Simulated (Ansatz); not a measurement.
`[SiH3][SiH2][SeH]` + H₂ → H₂Se + `[SiH3][SiH3]` at 400 K and 1 bar (hydrogenolysis of the Se–Si bond).

Calculated with Ansatz (gas phase, PBE0-D4/def2-TZVP geometries, no zero-point term in ΔE). CCSD(T)/CBS is the MP2 limit (def2-TZVPP, def2-QZVPP) plus CCSD(T) − MP2 in def2-TZVPP, frozen cores. This one scheme is used for every species. For Se outer-core shells are correlated without core-valence functions, which leaves a few kJ/mol of doubt a bond. Scalar relativity is left out up to krypton. Each species was taken in one conformer, which may not be the lowest.

| species | CCSD(T)/CBS energy (Eh) | H − E (kJ/mol) | S (J/(mol·K)) |
| --- | --- | --- | --- |
| `[SiH3][SiH2][SeH]` | -2982.48284 | 163.1 | 382.4 |
| H₂ | -1.17544 | 38.0 | 139.0 |
| H₂Se | -2401.89790 | 49.4 | 229.5 |
| `[SiH3][SiH3]` | -581.74359 | 152.8 | 300.2 |

H − E and S are ideal-gas, rigid-rotor, harmonic terms from PBE0-D4/def2-TZVP, for one conformer and one mirror image of each species. The MP2-based limit puts H₂ 0.8 mEh under its directly extrapolated value; such offsets cancel only in part. 1 Eh = 2625.50 kJ/mol, R = 8.31446 J/(mol·K).

Problem. By hand: ΔE, ΔH, ΔS and ΔG.

Solution. ΔE = (-2401.89790) + (-581.74359) − (-2982.48284) − (-1.17544) = 0.01679 Eh = 44.1 kJ/mol. Δ(H − E) = 49.4 + 152.8 − 163.1 − 38.0 = 1.1, so ΔH = 45.2 kJ/mol. ΔS = 229.5 + 300.2 − 382.4 − 139.0 = 8.3 J/(mol·K). ΔG = 45.2 − 400 × (8.3)/1000 = 41.9 kJ/mol.

Problem. By hand: the equilibrium constant, and the temperature at which ΔG would vanish if ΔH and ΔS stayed fixed.

Solution. log₁₀ K = −ΔG/(RT ln 10) = -5.5. ΔG = 0 at ΔH/ΔS = 5446 K, far beyond where these terms or the molecules hold.

The number of gas molecules stays the same, so ΔS is small and ΔH decides. A doubt of 5 kJ/mol in ΔE shifts log₁₀ K by 0.7 here. Other conformers and mirror images would add mixing entropy, several J/(mol·K) or more a flexible species. These are equilibria of isolated gas molecules and say nothing of rates. Largest T1 diagnostic: 0.013 (customary marks: 0.02 for closed shells, 0.045 for open ones).
